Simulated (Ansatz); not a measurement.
Isomers of C2H7N, B3LYP-D3(BJ)/def2-TZVP minima from an xTB search, which can miss the lowest.
Isomer 1, SMILES CCN (charge 0, multiplicity 1):
```xyz
10

C      1.0160    -0.3657    -0.0127
C     -0.1342     0.6392     0.0380
N     -1.4795     0.0674    -0.0100
H      0.9797    -0.9528    -0.9341
H      1.9861     0.1370     0.0272
H      0.9632    -1.0607     0.8293
H     -0.0604     1.2361     0.9509
H     -0.0437     1.3433    -0.7933
H     -1.6060    -0.4717    -0.8598
H     -1.6213    -0.5721     0.7644
```
Isomer 2, SMILES CNC (charge 0, multiplicity 1):
```xyz
10

C      1.2084     0.0365    -0.1466
N      0.0286    -0.4501     0.5486
C     -1.2137    -0.0463    -0.0883
H      1.2653    -0.4290    -1.1337
H      2.1057    -0.2456     0.4057
H      1.2206     1.1292    -0.2952
H      0.0409    -0.1331     1.5098
H     -1.2860    -0.5162    -1.0723
H     -2.0621    -0.3882     0.5060
H     -1.3077     1.0428    -0.2342
```

Correlated levels freeze the cores. MP2 and its Hartree–Fock in cc-pVQZ are density fitted.

Programs: Ansatz (a first-principles code). 

The energy of isomer 2 above isomer 1 is E(isomer 2) − E(isomer 1). Total energies (hartree):

```tsv
level	isomer 2	isomer 1
HF/cc-pVTZ	-134.2924430	-134.3039334
MP2/cc-pVTZ	-134.8693027	-134.8825011
HF/cc-pVQZ	-134.3021310	-134.3136891
MP2/cc-pVQZ	-134.9159424	-134.9293597
CCSD(T)/cc-pVTZ	-134.9264708	-134.9392975
```

**Question.** Work out the energy of isomer 2 above isomer 1 at the basis-set limit: extrapolate the MP2 correlation part as X⁻³, take Hartree–Fock from the larger set, and add the CCSD(T) − MP2 difference of cc-pVTZ.

**Answer.** 
1. Differences (1 hartree = 627.509 kcal/mol): HF/cc-pVTZ 7.210; MP2/cc-pVTZ 8.282; HF/cc-pVQZ 7.253; MP2/cc-pVQZ 8.420; CCSD(T)/cc-pVTZ 8.049.
2. Correlation parts, MP2 less HF: 1.072 in cc-pVTZ (X = 3), 1.167 in cc-pVQZ (X = 4).
3. Limit (4³·(1.167) − 3³·(1.072))/(4³ − 3³) = 1.236; with HF/cc-pVQZ it gives 8.489.
4. CCSD(T) less MP2 in cc-pVTZ: -0.233.
Result: 8.26 kcal/mol, against 8.28 at MP2/cc-pVTZ. It is an estimate of this method's limit, not of the exact value.
